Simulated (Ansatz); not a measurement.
`O[SiH2][GeH2][OH]` + `O[SiH](O)N[SiH](O)Cl` → `O[SiH2]N[SiH](O)Cl` + `[OH][GeH2][SiH](O)O`  (redistribution)

Isolated molecules relaxed with PBE0-D4/def2-TZVP in Ansatz; ΔE leaves out vibrations. CCSD(T)/CBS adds triple-zeta CCSD(T) − MP2 to the extrapolated MP2 energy (def2 sets, frozen cores). Functionals use def2-TZVPP. B3LYP here is the variant with VWN-RPA as its local correlation; programs differ in this. For Ge outer-core shells are correlated without core-valence functions, which leaves a few kJ/mol of doubt a bond. Scalar relativity is left out up to krypton. Each species was taken in one conformer, which may not be the lowest.

```csv
level,ΔE (kcal/mol),difference from CCSD(T)/CBS
PBE-D4,2.1,-0.2
r2SCAN-D4,2.5,0.2
PBE0-D4,2.5,0.2
B3LYP-D4,2.3,0.0
ωB97X-V,2.0,-0.3
ωB97M-V,1.8,-0.5
B2PLYP,2.3,0.0
PBE,2.2,-0.1
r2SCAN,2.4,0.1
PBE0,2.6,0.3
B3LYP,2.6,0.3
HF/def2-TZVPP,3.8,1.5
MP2/def2-TZVPP,2.0,-0.3
SCS-MP2/def2-TZVPP,2.2,-0.1
CCSD/def2-TZVPP,2.7,0.4
CCSD(T)/def2-TZVPP,2.4,0.1
HF/def2-QZVPP,4.0,1.7
MP2/def2-QZVPP,2.0,-0.3
SCS-MP2/def2-QZVPP,2.2,-0.1
HF/CBS(def2),4.1,1.8
MP2/CBS(def2),1.8,-0.5
CCSD/CBS(def2),2.5,0.2
CCSD(T)/CBS,2.3,0
```

Largest T1 diagnostic among the species: 0.012.

In def2-TZVPP, CCSD(T) changes the Hartree–Fock value by −1.4 kcal/mol (the triples alone add −0.3 kcal/mol) and MP2 by −1.8 kcal/mol.
